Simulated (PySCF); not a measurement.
# Ag⁺: excitation energy

Ag⁺ [Kr] 4d10 (1S) → Ag⁺ [Kr] 4d9 5s1 (3D), as a difference of total energies. All numbers are calculated (PySCF 2.14, the spin-free X2C one-electron Hamiltonian (Gaussian nucleus), in ANO-RCC-VTZP). Correlated levels: valence: [Kr] frozen. The calculations carry no spin-orbit coupling.

```csv
method,excitation energy (eV)
UHF,4.481
MP2 (valence),5.366
SCS-MP2 (valence),5.356
CCSD (valence),5.120
CCSD(T) (valence),5.165
```

Errors of the correlated levels include the incompleteness of this basis and the frozen core.

The basis was made for the ground configuration and has no added diffuse functions, so the excitation energy can come out too high.

Question: Which method comes closest to the reference value, and which is furthest?

Answer: The reference is 5.035 eV (measured; NIST levels, between the centres of gravity of the two terms). Closest: CCSD (valence) (error 0.085 eV); furthest: UHF (error -0.554 eV).
